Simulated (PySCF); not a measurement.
# Computed properties of C3H7AlO, SMILES [AlH]([CH]=C)[O]C

Al(H)(vinyl)(OMe) (C₃H₇AlO), SMILES C=[CH][AlH][O]C. The structure is a stationary point at ωB97X-D3(BJ)/def2-SVP. The structure was generated by enumeration; whether it is a known compound was not checked. One conformer was computed; it need not be the lowest. All values are computed for the isolated molecule unless a solvent is named; none is compared with measurement here.

**Structure.** The optimised structure has Cs symmetry. All 30 harmonic modes at ωB97X-D3(BJ)/def2-SVP (PySCF) are real, so it is a minimum. With heavy atoms numbered as in [AlH:1]([CH:3]=[CH2:4])[O:8][CH3:9], the shortest bond between them is C3–C4 at 1.344 Å and the longest Al1–C3 at 1.935 Å.

**Vibrations.** The strongest infrared lines (harmonic, unscaled, degenerate partners summed) lie at 1262 cm⁻¹ (305 km/mol, O 48 %, C 31 %, H 19 %), 544 cm⁻¹ (203 km/mol, H 65 %, Al 19 %, C 14 %), 777 cm⁻¹ (196 km/mol, Al 53 %, C 20 %, H 17 %, O 11 %). The softest mode is at 61 cm⁻¹ and the zero-point energy is 57.5 kcal/mol.

**Electronic structure.** M06-2X/def2-TZVP (PySCF) places the frontier levels at -9.17 and -0.40 eV, a gap of 8.77 eV, and gives a dipole moment of 0.25 D and a mean polarisability of 65.2 bohr³. PBE/def2-TZVP (PySCF) at the same geometry gives -6.44 and -1.97 eV, so its gap is 4.30 eV narrower. An orbital gap is neither the optical nor the fundamental gap.

**Excitations.** TDDFT-ωB97X/def2-SVPD (PySCF) has S1 at 5.70 eV (217 nm, f = 0.000, dark); the most intense of the 10 singlets computed lies at 6.64 eV (f = 0.37). T1 (TDA) is at 4.20 eV. TDDFT-PBE/def2-SVPD (PySCF) puts S1 at 4.53 eV. No vertical singlet excitation falls in the visible range (under 3.1 eV).

**NMR.** GIAO shifts at HF/pcSseg-1 (PySCF) (non-relativistic, atoms alike by connectivity averaged): ¹³C from 51.2 to 158.2 ppm against TMS; ¹H from 4.0 to 6.9 ppm against TMS.
